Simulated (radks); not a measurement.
Dynamic dipole polarisability and lines of the carbon ion C2+, [He] 2s2. Method: scalar-relativistic Kohn-Sham, PBE, spin-unpolarised, spherical densities, finite nucleus; Fermi nuclear charge, rms radius of each element as measured or else 0.836 A^(1/3) + 0.57 fm; computed with a radial shooting solver on a logarithmic mesh with Libxc functionals. Time-dependent linear response with the Hartree and adiabatic LDA kernel, continuum included through the Sternheimer equations, no spin-orbit coupling, so fine structure and intercombination lines are absent. Lines are the poles of the dipole polarisability below minus the highest occupied eigenvalue, found on a grid refined at the orbital gaps; the lowest seven at most are given, and weak or close lines can be missed. The first line takes the name of the lowest orbital gap if no other gap lies below it; otherwise a line is named after a gap within 0.6 % of it, if that gap stands alone.

photon energy (eV),alpha (bohr^3)
0,4.158
0.663,4.169
3.314,4.468
5.966,5.386
8.618,8.083
11.269,28.99
13.921,-11.30
16.572,-3.869
19.224,-1.972
21.875,-1.070
24.527,-0.4592
27.178,0.2277
29.830,5.343
32.481,-1.178
35.133,0.4550

Lines (eV, oscillator strength): 12.101 (102.5 nm, 2s-2p), f = 0.750; 30.266 (40.96 nm, unassigned), f = 0.202; 35.684 (34.75 nm, 2s-4p), f = 0.0516. Higher lines, where found, are left out when the end of the mesh affects them. Those listed give 96 % of the static polarisability (sum of f/w^2). Orbital energy gaps for comparison: 2s-2p 8.614 eV; 2s-3p 30.512 eV; 2s-4p 35.736 eV. At laser wavelengths: 1550 nm 4.175, 1064 nm 4.194, 780 nm 4.225, 532 nm 4.305, 355 nm 4.506, 266 nm 4.825, 193 nm 5.658 bohr^3.
